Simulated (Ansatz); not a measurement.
H9NSi3, charge -1, doublet, geometry from GFN2-xTB of the parent state (a state made from the parent by changing its charge; the spin is typed, not shown lowest) (a gas-phase anion, which may not be bound at this level); HF/STO-3G run with Ansatz (a program for electronic structure).

Ansatz was given this input:
Ansatz 0.2 input:
```yaml
crystal:
  periodic: [false, false, false]
  atoms:
    - {symbol: Si, position_ang: [0.28868750, 1.64583193, 0.48110053]}
    - {symbol: N, position_ang: [0.02367157, 0.03080070, -0.12298382]}
    - {symbol: Si, position_ang: [-1.60649102, -0.51260279, -0.42424747]}
    - {symbol: Si, position_ang: [1.31079720, -1.14234554, -0.02045228]}
    - {symbol: H, position_ang: [-0.67254000, 2.52656514, -0.17917269]}
    - {symbol: H, position_ang: [0.09677589, 1.68935227, 1.93547175]}
    - {symbol: H, position_ang: [1.65958549, 2.02313901, 0.14362745]}
    - {symbol: H, position_ang: [-2.35105454, 0.61489084, -0.98101789]}
    - {symbol: H, position_ang: [-1.53396418, -1.61402151, -1.38196699]}
    - {symbol: H, position_ang: [-2.23591029, -0.96736359, 0.82112143]}
    - {symbol: H, position_ang: [1.35484269, -1.74248435, 1.31813396]}
    - {symbol: H, position_ang: [1.04980862, -2.17176969, -1.02433519]}
    - {symbol: H, position_ang: [2.56484375, -0.44628347, -0.30058594]}
basis:
  gaussian:
    orbitals: STO-3G
hamiltonian:
  xc: hf
total_charge: -1
magnetization: {spin_polarized: true, initial_magnetization: 1}
```

What the program printed (banner, timings and long lists left out):

```
Functional definition: HF
478 factors; integrals over basis functions are off by at most 2.8e-5 eV
mean field evaluation 1: about -24908.2940 eV, gradient 1.2e1 eV
mean field evaluation 2: about -24908.4343 eV, gradient 1.2e1 eV
mean field evaluation 4: about -24910.2095 eV, gradient 2.3e0 eV
mean field evaluation 8: about -24910.4652 eV, gradient 1.3e-3 eV
mean field -24910.46318559 eV, -915.4426371521 hartree, gradient 3.5e-5 eV, S^2 0.757007; 0 other end points of the search recorded, 0 dependent functions left out
reference -24910.46318559 eV, -915.4426371521 hartree; 30, 29 occupied and 11, 12 virtual orbitals, 478 factors
Total energy: -24910.46318559 eV, -915.4426371521 hartree
```
